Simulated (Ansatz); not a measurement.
Species: Be2O (charge 0, triplet). This is an excited triplet: at this geometry the singlet lies 0.19 eV lower at CCSD(T)/CBS(def2-TZVPPD,def2-QZVPPD). 
Structure (B3LYP-D3(BJ)/def2-TZVP (Ansatz, a first-principles code) minimum search):
```xyz
3

Be     0.0000     0.0000    -1.4076
O      0.0000     0.0000     0.0000
Be     0.0000     0.0000     1.4076
```
Charge 0, spin multiplicity 3.

Basis-set convergence of Hartree-Fock and CCSD correlation energies (hartree) with Ansatz. Valence correlation only, unless marked. UHF or UKS for open shells. Spin-orbit coupling is left out. No relativistic terms.

```json
[
 {"basis": "def2-SVP", "functions": "32", "E(HF)": "-104.08559", "E(corr, CCSD)": "-0.21297"},
 {"basis": "def2-TZVPP", "functions": "69", "E(HF)": "-104.22628", "E(corr, CCSD)": "-0.27503"},
 {"basis": "def2-QZVPP", "functions": "129", "E(HF)": "-104.23830", "E(corr, CCSD)": "-0.29766"}
]
```

Extrapolating the two largest sets (X = 3 and 4) as X^-3: E(corr) = (64·(-0.29766) - 27·(-0.27503))/37 = -0.3142 Eh, an estimate of the basis-set limit. The largest set recovers 94.7 % of it, the smallest 67.8 %.
